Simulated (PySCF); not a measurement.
Compound: C₄H₅FSi.
InChI=1S/C4H5FSi/c5-4-2-1-3-6-4/h1-3H,6H2

Computed with PySCF at CAM-B3LYP/def2-SVPD, non-relativistic, on one gas-phase PBE0-D3(BJ)/def2-SVP geometry that isn't relaxed in the solvent. The solvent is an IEF-PCM continuum (cavity from Bondi-type radii × 1.2), and excitations are vertical TDDFT with non-equilibrium linear response and a frozen core. Only the electrostatic response of the medium enters.

```json
{"run": "gas", "E − E(gas) (kcal/mol)": "0.00", "HOMO (eV)": "-7.99", "HOMO–LUMO gap (eV)": "7.46", "dipole (D)": "1.56", "lowest singlet (eV)": "4.29", "static polarisability (au)": "70.1"}
{"run": "P", "E − E(gas) (kcal/mol)": "-0.97", "HOMO (eV)": "-7.95", "HOMO–LUMO gap (eV)": "7.48", "dipole (D)": "1.76", "lowest singlet (eV)": "4.25", "static polarisability (au)": "80.5"}
{"run": "Q", "E − E(gas) (kcal/mol)": "-2.15", "HOMO (eV)": "-7.94", "HOMO–LUMO gap (eV)": "7.50", "dipole (D)": "2.00", "lowest singlet (eV)": "4.27", "static polarisability (au)": "95.9"}
```

The runs were made in benzene and dimethylsulfoxide. Which run belongs to which solvent?

P = benzene, Q = dimethylsulfoxide. The dielectric constants are 2.271 (benzene), 46.83 (dimethylsulfoxide), and the energy falls further as ε rises. The optical constants n² used for the excitations are 2.25, 2.19 in the same order. In this model the ground state sees the solvent through ε alone.

How constant is the ratio of the lowering to (ε − 1)/(2ε + 1)?

```tsv
solvent	(ε − 1)/(2ε + 1)	E − E(gas) (kcal/mol)	ratio (kcal/mol)	polarisation term (kcal/mol)
benzene	0.229	-0.97	-4.2	-1.03
dimethylsulfoxide	0.484	-2.15	-4.4	-2.45
```

The ratio changes by +4.9 % in size from benzene to dimethylsulfoxide. The polarisation term is half the interaction of the solute with the induced surface charges.
